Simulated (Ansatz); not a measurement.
Gas-phase electronic energies from Ansatz, PBE0-D4/def2-TZVP geometries. CCSD(T)/CBS adds triple-zeta CCSD(T) − MP2 to the extrapolated MP2 energy (def2 sets, frozen cores). This one scheme is used for every species. DFT in def2-TZVPP. Each species was taken in one conformer, which may not be the lowest.

`C[SiH2][Al]([F])[F]` + `NB(O)F` → `C[SiH2]OB(N)F` + `[F][AlH][F]`  (cleavage of the Si–Al bond)

```json
{"species": "`C[SiH2][Al]([F])[F]`", "PBE0 energy (Eh)": "-772.53380"}
{"species": "`NB(O)F`", "PBE0 energy (Eh)": "-256.47813"}
{"species": "`C[SiH2]OB(N)F`", "PBE0 energy (Eh)": "-586.38867"}
{"species": "`[F][AlH][F]`", "PBE0 energy (Eh)": "-442.65390"}
```

(1) Work out ΔE.

Largest T1 diagnostic among the species: 0.013.

Results:

(1) ΔE = (-586.38867) + (-442.65390) − (-772.53380) − (-256.47813) = -0.03064 Eh = -80.4 kJ/mol. CCSD(T)/CBS gives -100.5 kJ/mol.

In def2-TZVPP, CCSD(T) changes the Hartree–Fock value by +22.6 kJ/mol (the triples alone add +2.9 kJ/mol) and MP2 by +14.2 kJ/mol. From PBE to PBE0 (25 % exact exchange), in def2-TZVPP and without D4, ΔE moves by −8.5 kJ/mol.
